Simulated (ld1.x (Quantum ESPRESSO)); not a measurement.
## Configuration tests for thulium (Tm) (TM)

ld1.x (Quantum ESPRESSO) 7.5 input, shortened:

```
&input
   title='Tm', zed=69., rel=1, dft='PBESOL', iswitch=3,
   config='[Xe] 4f13 5d0.5 6s1.5 6p0'
 /
 &inputp
   pseudotype=2, tm=.true., lloc=0,
   nlcc=.false.
 /
4
6P  2  1   0.00   0.00  3.10  3.10  0.0
5D  3  2   0.50   0.00  2.36  2.36  0.0
4F  4  3  13.00   0.00  0.95  0.95  0.0
6S  1  0   1.50   0.00  3.55  3.55  0.0
 &test
   configts(1)='4f13 5d0.5 6s1.5 6p0'
 /
```

Energies are relative to the spin-unpolarised reference configuration 4f13 5d0.5 6s1.5 6p0; without spin polarisation the order of configurations can differ from experiment. Not all tests gave a result: 1 of 7 tests not solved or not reliable. Left out of the table: 4f12 5d1 6s2 6p0 (pseudo-atom not self-consistent, printed error -2600 eV).

| valence configuration | charge | ΔE all-electron (eV) | error AE − PS (meV) |
| --- | --- | --- | --- |
| 4f13 5d0 6s0 6p0 | +2 | 16.901 | +185 |
| 4f12 5d0 6s2 6p0 | +1 | 8.938 | -2024 |
| 4f13 5d0 6s1.5 6p0 | +0.5 | 1.026 | +4.8 |
| 4f11 5d0 6s0 6p0 | +4 | 89.478 | -10028 |

(1) What are ΔE and the potential's error for 4f13 5d0 6s2 6p0?

(2) What are ΔE and the potential's error for 4f13 5d0 6s1 6p0?

Levels in the configuration 4f13 5d0 6s1.5 6p0:

| level | all-electron (eV) | pseudo (eV) |
| --- | --- | --- |
| 4f | -6.315 | -6.359 |
| 6s | -6.448 | -6.442 |

## Answers

(1) ΔE = -1.550 eV all-electron; the error (AE − PS) is +2.9 meV.

(2) ΔE = 4.920 eV all-electron; the error (AE − PS) is +8.9 meV.

These tests converged, but a pseudo level misses the all-electron one widely, so the file describes the atom poorly there or has found another state: 4f12 5d0 6s2 6p0: 4f by 4.3 eV; 4f11 5d0 6s0 6p0: 4f by 10.9 eV. ld1.x printed “convergence not achieved” for 4 of the counted tests; their residual had stalled under 1e-8, short of the target of 1e-14.
